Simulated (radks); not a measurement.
The numbers below are computed, except where a source is named.
Task: All-electron atom: the thallium ion Tl2.75+ in [Xe] 4f14 5d(3/2: 4, 5/2: 5.25) 6s1 (fractional occupations, a model configuration). Code: a radial shooting solver on a logarithmic mesh with Libxc functionals. Model: Dirac Kohn-Sham, PBE, spin-unpolarised, spherical densities, finite nucleus; Fermi nuclear charge, rms radius 5.4759 fm. Some entries of the table are withheld. Estimate them.

| orbital | occ. | eigenvalue (hartree) | <1/r> (bohr^-1) |
|---|---|---|---|
| 1s1/2 | 2 | -3140.692 | 99.36 |
| 2s1/2 | 2 | -559.6625 | 24.52 |
| 2p1/2 | 2 | -537.4670 | (1) |
| 2p3/2 | 4 | -461.5641 | (2) |
| 3s1/2 | 2 | -134.4047 | 8.998 |
| 3p1/2 | 2 | (3) | 8.912 |
| 3p3/2 | 4 | (4) | 7.658 |
| 3d3/2 | 4 | (5) | (6) |
| 3d5/2 | 6 | (7) | (8) |
| 4s1/2 | 2 | -30.84241 | 3.817 |
| 4p1/2 | 2 | -26.50104 | 3.708 |
| 4p3/2 | 4 | -22.39850 | 3.274 |
| 4d3/2 | 4 | (9) | 3.075 |
| 4d5/2 | 6 | (10) | 2.976 |
| 5s1/2 | 2 | -5.87973 | 1.573 |
| 4f5/2 | 6 | -5.36315 | 2.625 |
| 4f7/2 | 8 | -5.19405 | 2.587 |
| 5p1/2 | 2 | -4.41884 | (11) |
| 5p3/2 | 4 | -3.67060 | (12) |
| 5d3/2 | 4 | -1.65981 | 1.005 |
| 5d5/2 | 5.25 | -1.57288 | 0.9694 |
| 6s1/2 | 1 | -1.23763 | 0.5914 |

Result: 
(1) 2p1/2 <1/r> (bohr^-1): 24.49
(2) 2p3/2 <1/r> (bohr^-1): 19.69
(3) 3p1/2 eigenvalue (hartree): -124.3491
(4) 3p3/2 eigenvalue (hartree): -107.4749
(5) 3d3/2 eigenvalue (hartree): -90.80984
(6) 3d3/2 <1/r> (bohr^-1): 7.558
(7) 3d5/2 eigenvalue (hartree): -87.20578
(8) 3d5/2 <1/r> (bohr^-1): 7.276
(9) 4d3/2 eigenvalue (hartree): -15.29618
(10) 4d5/2 eigenvalue (hartree): -14.53061
(11) 5p1/2 <1/r> (bohr^-1): 1.450
(12) 5p3/2 <1/r> (bohr^-1): 1.291
